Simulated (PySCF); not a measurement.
**Atomic charges against the basis set**

Species: CH7BN2O.
Cartesian coordinates in Å at the PBE0-D3(BJ)/def2-SVP level; atoms count from 1:
```
atom  x, y, z in Å
N1    -1.048    1.457    0.663
B2    -0.337    0.254    0.441
N3    -0.961   -0.971    0.122
C4     1.258    0.233    0.538
O5     1.849   -0.909   -0.064
H6    -2.056    1.527    0.673
H7    -0.582    2.332    0.850
H8    -0.396   -1.809    0.081
H9    -1.957   -1.129    0.067
H10    1.544    0.201    1.604
H11    1.703    1.173    0.148
H12    1.564   -0.917   -0.983
```

PBE0 throughout (PySCF), one geometry, spherical d and f functions. One conformer (not necessarily the lowest) at the PBE0-D3(BJ)/def2-SVP geometry, without solvent, vibrations or thermal averaging. Atoms taken as equivalent share a column and are averaged.

Mulliken charges (e):

```
        basis  functions   N1/N3      B2      C4      O5  H6/H7/H8/H9  H10/H11     H12
       STO-3G         32  -0.485  +0.351  -0.157  -0.296       +0.192   +0.058  +0.189
        6-31G         59  -0.882  +0.720  -0.274  -0.633       +0.317   +0.157  +0.367
     pcSseg-0         59  -0.887  +0.903  -0.476  -0.669       +0.307   +0.214  +0.361
       6-31G*         84  -0.829  +0.488  -0.218  -0.664       +0.334   +0.152  +0.411
      cc-pVDZ        105  -0.076  -0.142  +0.058  -0.298       +0.086   +0.026  +0.141
     def2-SVP        105  -0.152  -0.162  +0.098  -0.355       +0.123   +0.031  +0.168
6-311+G(2d,p)        177  -0.718  +0.716  -0.367  -0.407       +0.240   +0.137  +0.262
  aug-cc-pVDZ        178  -0.104  +0.716  +0.828  -0.513       -0.076   -0.309  +0.100
    def2-TZVP        197  -0.550  +0.221  -0.108  -0.470       +0.235   +0.105  +0.307
     IGLO-III        245  -0.578  +0.612  -0.297  -0.438       +0.193   +0.112  +0.284
      cc-pVTZ        248  -0.297  +0.063  -0.033  -0.357       +0.147   +0.064  +0.205
```

IAO charges (e):

```csv
basis,functions,N1/N3,B2,C4,O5,H6/H7/H8/H9,H10/H11,H12
STO-3G,32,-0.480,+0.233,-0.258,-0.343,+0.215,+0.118,+0.232
6-31G,59,-0.594,+0.270,-0.225,-0.533,+0.264,+0.141,+0.338
pcSseg-0,59,-0.552,+0.236,-0.220,-0.515,+0.252,+0.135,+0.325
6-31G*,84,-0.592,+0.285,-0.194,-0.539,+0.259,+0.129,+0.338
cc-pVDZ,105,-0.583,+0.265,-0.194,-0.539,+0.259,+0.128,+0.340
def2-SVP,105,-0.573,+0.259,-0.190,-0.536,+0.256,+0.126,+0.337
"6-311+G(2d,p)",177,-0.618,+0.281,-0.203,-0.566,+0.272,+0.139,+0.355
aug-cc-pVDZ,178,-0.615,+0.277,-0.200,-0.565,+0.272,+0.138,+0.355
def2-TZVP,197,-0.615,+0.283,-0.201,-0.562,+0.271,+0.137,+0.353
IGLO-III,245,-0.619,+0.283,-0.203,-0.566,+0.273,+0.139,+0.356
cc-pVTZ,248,-0.612,+0.282,-0.202,-0.560,+0.270,+0.136,+0.353
```

Some averages cover members that differ in this geometry, most widely: H6/H7/H8/H9, Mulliken in aug-cc-pVDZ -0.108 to -0.055; H10/H11, Mulliken in 6-31G +0.134 to +0.180; H10/H11, IAO in pcSseg-0 +0.114 to +0.157; H10/H11, IAO in 6-31G +0.119 to +0.162 e.

Task: Which scheme is steadiest as the basis changes?

Result: Largest range over the bases for any column: IAO 0.22 e, Mulliken 1.30 e. IAO charges move least and Mulliken charges most, counted in e. Without the minimal STO-3G basis the ranges are IAO 0.07, Mulliken 1.30 e.

Task: How much do the charges still move between the two largest bases, IGLO-III and cc-pVTZ?

Result: At most, over all atoms: Mulliken 0.549 e, IAO 0.007 e.

Task: What do the same runs give for the total energy, the frontier levels and the dipole moment?

Result: 
```
        basis  energy (Eh)  HOMO (eV)  LUMO (eV)  μ (D)
       STO-3G    -248.4065      -3.32       5.91   2.44
        6-31G    -251.6091      -6.57       2.20   2.93
     pcSseg-0    -251.1014      -6.68       1.98   3.07
       6-31G*    -251.6650      -6.51       2.31   2.60
      cc-pVDZ    -251.6988      -6.59       1.82   2.49
     def2-SVP    -251.5023      -6.69       1.71   2.60
6-311+G(2d,p)    -251.7746      -7.03      -0.08   2.52
  aug-cc-pVDZ    -251.7318      -7.01      -0.27   2.44
    def2-TZVP    -251.7921      -6.97       0.77   2.49
     IGLO-III    -251.8025      -7.01       0.42   2.45
      cc-pVTZ    -251.7858      -6.90       1.07   2.44
```

The dipole is fixed by the density alone, so its range of 0.63 D shows that the density itself changes with the basis, not only its division among atoms.
